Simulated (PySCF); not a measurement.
Ca¹⁴⁺: ionisation energy

Ca¹⁴⁺ [He] 2s2 2p2 [2p1/2^2, M_J = 0] → Ca¹⁵⁺ [He] 2s2 2p1 [2p1/2^1, M_J = 1/2], as a difference of total energies. Calculation: PySCF 2.14, in an even-tempered Gaussian basis (18 s from 2.6 bohr⁻², ratio 2.4; 11 p from 3.4 bohr⁻², ratio 2.4; 5 d from 13 bohr⁻², ratio 2.6; 5 f from 20 bohr⁻², ratio 2.6); the two-component X2C-1e Hamiltonian. Correlated levels: nothing frozen; the 36 highest virtual spinors dropped. "Screened" scales the spin-orbit matrix elements by Boettger's factors to mimic the two-electron term; Breit and QED terms are absent.

```tsv
method	ionisation energy (eV)
GHF (spin-free)	894.92
GMP2 (spin-free)	895.11
GHF (screened spin-orbit)	893.89
GMP2 (screened spin-orbit)	894.17
```

Question: How much does correlation contribute at GMP2 (screened spin-orbit)?

Answer: 894.17 − (893.89) = 0.28 eV, measured against GHF (screened spin-orbit).

The labels give the starting determinants; with spin-orbit coupling the two ends relaxed to ⟨J²⟩ = 1.42, ⟨L²⟩ = 1.95, ⟨S²⟩ = 1.95 and ⟨J²⟩ = 0.75, ⟨L²⟩ = 2.00, ⟨S²⟩ = 0.75.

The determinant of Ca¹⁴⁺ mixes levels of different J (the jj label is only the starting occupation), so the difference between spin-free and spin-orbit rows is not the physical spin-orbit shift.

For comparison: 894 ± 0.4 eV (semi-empirical (NIST evaluation); NIST Atomic Spectra Database, ionization energies).
